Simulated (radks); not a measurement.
All-electron atom: the titanium ion Ti2+ in [Ar] 3d2 (the NIST ground configuration).

Method: non-relativistic Kohn-Sham, Slater X-alpha with alpha = 0.766, spin-polarised, spherical densities, point nucleus; open shells are filled with parallel spins first; computed with a radial shooting solver on a logarithmic mesh with Libxc functionals.

Energy parts (hartree):
part                   energy
total              -850.47143
kinetic             850.47143
electron-nucleus  -2002.54624
Hartree             345.26133
exchange            -43.65794

Orbitals (lengths in bohr, moments of r in powers of bohr; <r^-3> diverges for s and p1/2; r(90%) holds 90 % of the orbital's charge):
orbital	occ.	eigenvalue (hartree)	<1/r>	r(90%)	<r^4>	<r^-3>
1s up	1	-178.7262	21.52	0.125	0.0001118	-
1s down	1	-178.7270	21.52	0.125	0.0001118	-
2s up	1	-20.24177	4.496	0.509	0.02824	-
2s down	1	-20.20969	4.501	0.508	0.02808	-
2p up	3	-17.08026	4.442	0.477	0.02215	260.2
2p down	3	-17.05576	4.447	0.476	0.02198	260.8
3s up	1	-2.91288	1.392	1.51	2.237	-
3s down	1	-2.81956	1.391	1.51	2.239	-
3p up	3	-2.07207	1.273	1.66	3.235	30.43
3p down	3	-1.97904	1.272	1.66	3.246	30.35
3d up	2	-0.78214	0.9529	2.34	13.14	2.305
3d down	0	-0.68982	0.9478	2.37	14.27	2.291

The highest occupied level is 3d up at -21.283 eV. The electron density at the nucleus is 7124 e/bohr^3. The density falls to 0.001 e/bohr^3 at r = 3.09 bohr. Virial ratio -V/T = 2.00000. Spin moment in Bohr magnetons: 2. Summed over all electrons, <r^2> = 16.25 bohr^2, which gives a Langevin (diamagnetic) susceptibility term of -12.9 x 10^-6 cm^3/mol. The spin density at the nucleus is -0.5792 e/bohr^3 (1s -0.0074, 2s -0.6593, 3s 0.0874), a Fermi contact field of -30.4 T.
